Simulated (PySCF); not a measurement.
C₅H₄F₂O, SMILES FC(=COC=C=C)F.

Geometry optimised at PBE0-D3(BJ)/def2-SVP. This is a generated structure with no PubChem entry under its InChIKey; it may be hypothetical. Other conformers were not sampled.

All values below come from PBE/def2-TZVP (PySCF).

Isolated molecule, no solvent.

```yaml
total_energy: -467.41393 hartree
highest_occupied_level: -5.32 eV
lowest_empty_level: -1.56 eV
orbital_gap: 3.76 eV
dipole_moment: 1.61 D
quadrupole, principal values (traceless, Buckingham form, about the centre of nuclear charge): -1.90, -0.59, 2.49 D·Å
```
